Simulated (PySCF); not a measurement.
# Electric properties by functional and basis

Compound: C₅H₄F₂.
InChI=1S/C5H4F2/c1-3-2-4(3)5(6)7/h2,5H,1H2

PySCF, dipoles from the SCF density, polarisabilities from static response with core orbitals frozen. Geometry: PBE0-D3(BJ)/def2-SVP, one conformer, isolated molecule.

The anisotropy is √(½[(α1 − α2)² + (α2 − α3)² + (α3 − α1)²]).

| level | μ (D) | α (au) | anisotropy (au) |
| --- | --- | --- | --- |
| LDA/def2-SVPD | 1.710 | 63.48 | 35.21 |
| PBE/def2-SVPD | 1.676 | 63.16 | 35.26 |
| B3LYP/def2-SVPD | 1.781 | 61.80 | 34.32 |
| PBE0/def2-SVPD | 1.769 | 61.01 | 33.93 |
| BHandHLYP/def2-SVPD | 1.882 | 60.02 | 33.44 |
| CAM-B3LYP/def2-SVPD | 1.823 | 60.96 | 33.65 |
| wB97X-D/def2-SVPD | 1.792 | 61.05 | 33.29 |
| LC-wPBE/def2-SVPD | 1.804 | 59.58 | 32.82 |
| HF/def2-SVPD | 2.001 | 58.78 | 32.74 |
| PBE0/6-31G* | 1.629 | 49.37 | 38.74 |
| PBE0/def2-SVP | 1.681 | 51.29 | 35.59 |
| PBE0/6-31+G* | 1.800 | 58.80 | 35.20 |
| PBE0/aug-cc-pVDZ | 1.745 | 62.87 | 34.27 |
| PBE0/def2-TZVP | 1.725 | 58.78 | 35.46 |

The dipole runs from 1.63 D (PBE0/6-31G*) to 2.00 D (HF/def2-SVPD). No reference polarisability is at hand; against PBE0 in the largest diffuse basis at hand (aug-cc-pVDZ) the other PBE0 rows deviate by 6-31G* -21%, def2-SVP -18%, 6-31+G* -6%, def2-SVPD -3%, def2-TZVP -7%. In one basis (def2-SVPD) the functionals order the polarisability from HF (lowest) to LDA (highest), a spread of 8%. With PBE0 the polarisability is 53.14 au without diffuse functions (mean of 6-31G*, def2-SVP and def2-TZVP) and 60.89 au with them (mean of 6-31+G*, def2-SVPD and aug-cc-pVDZ).
